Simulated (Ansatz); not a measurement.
Reaction (substitution at a C–Ge bond): `C[C](=O)[GeH3]` + `O[SiH3]` → `CC(=O)O[SiH3]` + GeH₄

Program: Ansatz. Geometries: PBE0-D4/def2-TZVP. ΔE: electronic, gas phase. CCSD(T)/CBS adds triple-zeta CCSD(T) − MP2 to the extrapolated MP2 energy (def2 sets, frozen cores). Functionals use def2-TZVPP. B3LYP here is the variant with VWN-RPA as its local correlation; programs differ in this. HSE06 is defined as in plane-wave codes. For Ge outer-core shells are correlated without core-valence functions, which leaves a few kJ/mol of doubt a bond. Scalar relativity is left out up to krypton.

`C[C](=O)[GeH3]`:

```xyz
10

C     0.151    1.162    0.938
C     0.309   -0.304    0.653
O     0.763   -1.077    1.455
Ge   -0.273   -0.973   -1.162
H    -0.900    1.447    0.826
H     0.715    1.742    0.202
H     0.498    1.396    1.946
H    -0.038   -2.485   -1.217
H     0.537   -0.259   -2.259
H    -1.762   -0.649   -1.381
```

`O[SiH3]`:

```xyz
6

O    -0.707    0.335    1.015
Si    0.115   -0.241   -0.292
H    -0.471    1.203    1.345
H    -0.057    0.639   -1.481
H    -0.453   -1.579   -0.570
H     1.573   -0.357   -0.017
```

`CC(=O)O[SiH3]`:

```xyz
11

C     0.149   -1.674   -1.016
C    -0.364   -0.466   -0.303
O    -1.523   -0.166   -0.177
O     0.616    0.294    0.210
Si    0.125    1.688    1.037
H     0.821   -1.368   -1.819
H    -0.682   -2.249   -1.417
H     0.731   -2.286   -0.324
H     1.413    2.281    1.461
H    -0.593    2.610    0.130
H    -0.693    1.335    2.218
```

GeH₄:

Z-matrix (Å, degrees):
```
Ge
H 1 1.534
H 1 1.534 2 109.5
H 1 1.534 2 109.5 3 -120.0
H 1 1.534 2 109.5 3 120.0
```

```json
{"level": "revPBE-D4", "ΔE (kJ/mol)": "-54.7", "difference from CCSD(T)/CBS": "-4.4"}
{"level": "PBE0-D4", "ΔE (kJ/mol)": "-59.9", "difference from CCSD(T)/CBS": "-9.6"}
{"level": "B3LYP-D4", "ΔE (kJ/mol)": "-56.3", "difference from CCSD(T)/CBS": "-6.0"}
{"level": "HSE06-D4", "ΔE (kJ/mol)": "-59.4", "difference from CCSD(T)/CBS": "-9.1"}
{"level": "BHLYP-D4", "ΔE (kJ/mol)": "-62.6", "difference from CCSD(T)/CBS": "-12.3"}
{"level": "ωB97X-V", "ΔE (kJ/mol)": "-63.7", "difference from CCSD(T)/CBS": "-13.4"}
{"level": "PBE-QIDH", "ΔE (kJ/mol)": "-61.5", "difference from CCSD(T)/CBS": "-11.2"}
{"level": "r2SCAN", "ΔE (kJ/mol)": "-61.9", "difference from CCSD(T)/CBS": "-11.6"}
{"level": "PBE0", "ΔE (kJ/mol)": "-59.2", "difference from CCSD(T)/CBS": "-8.9"}
{"level": "r2SCAN0", "ΔE (kJ/mol)": "-64.3", "difference from CCSD(T)/CBS": "-14.0"}
{"level": "HSE06", "ΔE (kJ/mol)": "-58.8", "difference from CCSD(T)/CBS": "-8.5"}
{"level": "BHLYP", "ΔE (kJ/mol)": "-62.6", "difference from CCSD(T)/CBS": "-12.3"}
{"level": "CAM-B3LYP", "ΔE (kJ/mol)": "-62.9", "difference from CCSD(T)/CBS": "-12.6"}
{"level": "HF/def2-SVP", "ΔE (kJ/mol)": "-92.8", "difference from CCSD(T)/CBS": "-42.5"}
{"level": "CCSD/def2-SVP", "ΔE (kJ/mol)": "-84.1", "difference from CCSD(T)/CBS": "-33.8"}
{"level": "MP2/CBS(def2)", "ΔE (kJ/mol)": "-48.6", "difference from CCSD(T)/CBS": "1.7"}
{"level": "CCSD(T)/CBS", "ΔE (kJ/mol)": "-50.3", "difference from CCSD(T)/CBS": "0"}
```

(1) What do rigid-rotor, harmonic-oscillator terms from PBE0-D4/def2-TZVP frequencies (298.15 K, 1 bar) make of the CCSD(T)/CBS value? (Best estimate.)

Largest T1 diagnostic among the species: 0.014.

Results:

(1) The calculation gave: ΔZPE = -1.0 kJ/mol, ΔH = -52.9 kJ/mol, ΔS = -48 J/(mol·K), ΔG = -38.5 kJ/mol. Modes under 50 cm⁻¹ make the entropy rough.

From PBE to PBE0 (25 % exact exchange), in def2-TZVPP and without D4, ΔE moves by −5.0 kJ/mol. In def2-TZVPP, CCSD(T) changes the Hartree–Fock value by +15.0 kJ/mol (the triples alone add +0.2 kJ/mol) and MP2 by +16.7 kJ/mol. At CCSD(T), def2-SVP lies −34.9 kJ/mol from the extrapolated value and def2-TZVPP −4.9 kJ/mol.

CCSD(T)/CBS has its own doubt, a few kJ/mol and more with outer-core shells, so smaller differences from it don't rank the levels.
